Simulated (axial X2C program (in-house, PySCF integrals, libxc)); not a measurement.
Bond lengths and stretching modes, held linear, of HSnH⁺

Computed with an in-house all-electron X2C program for linear molecules (integrals from PySCF): two-component X2C with atomic mean-field Coulomb and Gaunt terms, Gaussian nuclei, basis H dyall-v3z, Sn dyall-v3z with contracted cores. Spin-free rows use the one-electron spin-free X2C Hamiltonian.

Masses H 1.008, Sn 119.902, H 1.008 u. States: 2c Ω = 1/2 (beyond evenly filled blocks: ω = 1/2); spin-free M_S = 1/2, Λ = 1 (beyond evenly filled blocks: π+α).

B3LYP, spin-free: energies above the lowest point

| r(H–Sn) (Å) | r(Sn–H) (Å) | E (meV) |
| --- | --- | --- |
| 1.6204 | 1.6204 | 29.44 |
| 1.6204 | 1.6620 | 15.43 |
| 1.6204 | 1.7035 | 28.07 |
| 1.6620 | 1.6204 | 15.43 |
| 1.6620 | 1.6620 | 0.00 |
| 1.6620 | 1.7035 | 11.21 |
| 1.6620 | 1.7451 | 44.71 |
| 1.7035 | 1.6204 | 28.07 |
| 1.7035 | 1.6620 | 11.21 |
| 1.7035 | 1.7035 | 20.98 |
| 1.7451 | 1.6620 | 44.71 |
| 1.7451 | 1.7451 | 83.62 |

Q: Fit a quadratic surface with cubic terms in each bond: where is the minimum, and what are the two stretching wavenumbers?

A: At B3LYP, spin-free: bonds 1.664 and 1.664 Å; harmonic stretches 1974.6 and 2102.9 cm⁻¹; force constants 2.45, 2.45 and coupling -0.13 mdyn/Å.

The other levels and Hamiltonians give:

| Hamiltonian | level | r(H–Sn) (Å) | r(Sn–H) (Å) | lower stretch (cm⁻¹) | upper stretch (cm⁻¹) |
| --- | --- | --- | --- | --- | --- |
| 2c | PBE0 | 1.660 | 1.660 | 2004.1 | 2120.1 |
| 2c | HF | 1.653 | 1.653 | 2117.4 | 2193.2 |
| 2c | B3LYP | 1.664 | 1.664 | 1973.5 | 2096.9 |
| 2c | MP2 | 1.641 | 1.641 | 2051.0 | 2181.5 |
| spin-free | PBE0 | 1.660 | 1.660 | 2005.0 | 2124.8 |
| spin-free | HF | 1.653 | 1.653 | 2118.6 | 2198.6 |
| spin-free | MP2 | 1.641 | 1.641 | 2052.1 | 2184.0 |

Each state is one determinant, the lowest of a limited PBE0 search; the stretches come from a fit to these few points and carry an uncertainty of a few per cent. Other orders of the atoms were not compared. MP2 freezes inner shells (threshold -2 hartree). The molecule was held linear; bending was not examined, so a bent shape may lie lower. Note: functional without a current term on a determinant with orbital currents, of the molecule or an atom.
